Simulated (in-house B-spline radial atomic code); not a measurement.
Checks on a self-consistent run for Xe+, [Kr] 4d10 5s2 5p4 7s1. Level of theory: Dirac-Hartree-Fock, average of configuration, Fermi nucleus of rms radius 4.7859 fm; calculated with a radial B-spline atomic code at the basis-set limit.

```tsv
orbital	q	ε (Eh)	<1/r>	<r²>	small-component weight
1s1/2	2	-1277.92950	58.1101	0.000963442	0.039645
2s1/2	2	-203.13270	13.6109	0.0153992	0.0085303
2p1/2	2	-190.34711	13.5539	0.0114175	0.008518
2p3/2	4	-178.37186	12.4657	0.012691	0.0080753
3s1/2	2	-43.67513	4.88381	0.106158	0.0025621
3p1/2	2	-38.32316	4.78398	0.101273	0.0024935
3p3/2	4	-35.98859	4.51858	0.108999	0.0023767
3d3/2	4	-26.68777	4.36215	0.0912287	0.0022431
3d5/2	6	-26.20153	4.29368	0.0934676	0.0022079
4s1/2	2	-9.08903	1.95054	0.579531	0.00071983
4p1/2	2	-7.10838	1.83948	0.63576	0.00065669
4p3/2	4	-6.63885	1.75912	0.680295	0.00062365
4d3/2	4	-3.36684	1.51996	0.874441	0.00048597
4d5/2	6	-3.28939	1.49807	0.895946	0.00047577
5s1/2	2	-1.56265	0.714457	3.70299	0.00013148
5p1/2	1.3333	-1.06638	0.625028	4.78621	0.00010365
5p3/2	2.6667	-1.00767	0.599804	5.13613	9.6831e-05
7s1/2	1	-0.15988	0.134809	101.234	7.4559e-06
```

Electron-electron repulsion V_ee = 2718.0966 hartree.

**Question.** What total energy follows from the eigenvalues?

**Answer.** The eigenvalues count the repulsion twice, so E = Σqε - V_ee = -4727.765 - 2718.097 = -7445.862 hartree; the run printed -7445.862.

**Question.** Does the Dirac virial theorem hold?

**Answer.** For a point nucleus E = -2c²Σq·w, with w the small-component weight. Here Σq·w = 0.19824 and c = 137.0360, so the ratio E/(-2c²Σq·w) is 1.000065; the finite nucleus accounts for the departure from 1.

**Question.** What diamagnetic shielding (Lamb formula) and susceptibility (Langevin formula) do the radii give?

**Answer.** σ = (α²/3)Σq<1/r> = 334.715/(3·137.036²) = 5941.3 ppm, and χ = -0.79199×10⁻⁶·Σq<r²> = -114.5×10⁻⁶ cm³/mol with Σq<r²> = 144.63 bohr². Both are non-relativistic formulas without the paramagnetism of open shells; for so heavy an element the full relativistic shielding is larger by tens of per cent.
